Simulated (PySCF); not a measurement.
Compound: C₇H₈ClF₃.
Geometry (PBE0-D3(BJ)/def2-SVP, Å), atoms numbered from 1 in this order:
```xyz
19
C7H8ClF3 angstrom
F      2.5876    0.5081   -2.4118
C      2.6945    0.6822   -1.1136
F      3.8934    1.0755   -0.7689
C      1.6885    0.4800   -0.2637
F      1.9096    0.6958    1.0393
C      0.3172    0.0363   -0.6136
C     -0.7811    1.0549   -0.1755
C     -1.7665    0.2663    0.6933
C     -1.5680   -1.1738    0.2451
Cl    -2.2379   -2.3690    1.3921
C     -0.0630   -1.2868    0.0804
H      0.2839   -0.0973   -1.7042
H     -0.3484    1.9020    0.3751
H     -1.2744    1.4727   -1.0654
H     -2.8086    0.6029    0.6009
H     -1.4878    0.3334    1.7567
H     -2.0779   -1.3578   -0.7133
H      0.3940   -1.3324    1.0815
H      0.2546   -2.1769   -0.4799
```

Computed at PBE0/pcSseg-1 (PySCF, non-relativistic), with Q(35Cl) = −0.0817 b: Cl10, 35Cl (I = 3/2): χzz = -74.21 MHz, η = 0.008.

Q: Find the zero-field quadrupole resonance frequencies of 35Cl at Cl10.

A: From ν = (|χ|/2)√(1 + η²/3): ν = 37.10 MHz (alkyl chlorine). For 37Cl the ratio of quadrupole moments, 0.7881, gives 29.24 MHz.

Q: Apply the simplest Townes–Dailey estimate (no s hybridisation, no π bonding), ionic character = 1 − χzz/χ0, where χ0 is the coupling for one missing p electron along the bond: −109.74 MHz for 35Cl.

A: Cl10 on C9: 1 − (-74.21)/(-109.74) = 0.32. In this model a purely covalent bond gives χ0 and a free halide ion gives zero; s hybridisation or π bonding, where present, is counted here as ionic character.

In a crystal, neighbours and librations shift these lines. One conformer (not necessarily the lowest) at the PBE0-D3(BJ)/def2-SVP geometry, without solvent, vibrations or thermal averaging. The basis is small and wasn't made for field gradients, so the couplings can be 20 % off.
